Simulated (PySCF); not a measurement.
C₂H₃F₅S.
Atom-mapped SMILES: `[CH2:1]=[CH:2][S:3]([F:4])([F:5])([F:6])([F:7])[F:8]` (hydrogens: H9, H10 on C1; H11 on C2)

Computed with PySCF at wB97X-D/pcSseg-2, non-relativistic, on one gas-phase PBE0-D3(BJ)/def2-TZVP geometry that isn't relaxed in the solvent. The solvent is an IEF-PCM continuum (Bondi radii, 1.10 Å for H, scaled by 1.2). The model holds no explicit solvent molecules, cavitation or dispersion.

Gas phase at wB97X-D/pcSseg-2: HOMO -10.98 eV, LUMO 0.68 eV, dipole 3.19 D.

**Question.** What does the continuum do to the energy, the frontier levels and the dipole at wB97X-D/pcSseg-2 in chloroform?

**Answer.** 
```csv
solvent,ε,E(solvent) − E(gas) (kcal/mol),polarisation term (kcal/mol),distortion of the solute (kcal/mol),HOMO (eV),LUMO (eV),dipole (D)
chloroform,4.711,-2.69,-3.00,0.31,-10.72,0.96,3.73
```

The first energy column is the sum of the next two and covers electrostatics alone.

**Question.** Which radius a makes the point-dipole formula ΔE = −[(ε − 1)/(2ε + 1)]·μ²/a³ give the value in chloroform, with the gas-phase dipole?

**Answer.** μ = 1.256 au and |ΔE| = 0.00429 Eh give a = 2.69 Å; the farthest nucleus lies 2.75 Å from the centroid of the nuclei, so such a sphere wouldn't even hold the nuclei. The formula assumes a rigid point dipole at the centre of a sphere.

Shape of the structure used: `[CH2:1]=[CH:2][S:3]([F:4])([F:5])([F:6])([F:7])[F:8]`: C1–C2–S3–F4 -45°.

Note: wB97X-D ran without an empirical dispersion term, which enters the total energy and its gradient alone.
